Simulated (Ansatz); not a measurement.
Start from `OCBCF` and change one atom or group to get `[CH3][GaH][BH]CO`.

Ansatz, PBE0-D4/def2-TZVP geometries, multiplicity 1. Each molecule was computed in one conformer, which needn't be the lowest. `OCBCF` holds a close contact that its SMILES doesn't draw: B···O 1.70 Å. `[CH3][GaH][BH]CO` holds a close contact that its SMILES doesn't draw: O···Ga 2.46 Å.

Scalar relativity is left out up to krypton.

```
                                      property  `OCBCF`
           HOMO energy (B3LYP/def2-TZVPP) / eV    -7.96
         LUMO energy (ωB97M-V/def2-TZVPP) / eV     1.60
           HOMO–LUMO gap (PBE/def2-TZVPP) / eV     5.64
            HOMO energy (PBE0/def2-TZVPP) / eV    -8.16
size of the dipole moment (PBE/def2-TZVPP) / D     3.79
       HOMO–LUMO gap (ωB97M-V/def2-TZVPP) / eV    12.16
```

**Question.** Give the same properties after the change, and the shifts. (An estimate is asked.)

**Answer.** Computed: 
```tsv
property	`[CH3][GaH][BH]CO`	shift
HOMO energy (B3LYP/def2-TZVPP) / eV	-6.46	1.50
LUMO energy (ωB97M-V/def2-TZVPP) / eV	0.39	-1.21
HOMO–LUMO gap (PBE/def2-TZVPP) / eV	3.03	-2.61
HOMO energy (PBE0/def2-TZVPP) / eV	-6.64	1.52
size of the dipole moment (PBE/def2-TZVPP) / D	2.69	-1.10
HOMO–LUMO gap (ωB97M-V/def2-TZVPP) / eV	9.17	-2.99
```

With PBE0 the HOMO rises by 1.52 eV and the LUMO falls by 1.59 eV, so the gap narrows by about 3.11 eV. PBE moves the HOMO by 1.03 eV and ωB97M-V by 1.78 eV. Dipoles are sizes alone; their direction can turn.

Positive LUMOs are unbound, so they and the gaps depend on the basis.

B3LYP here is the variant with VWN-RPA as its local correlation; programs differ in this.
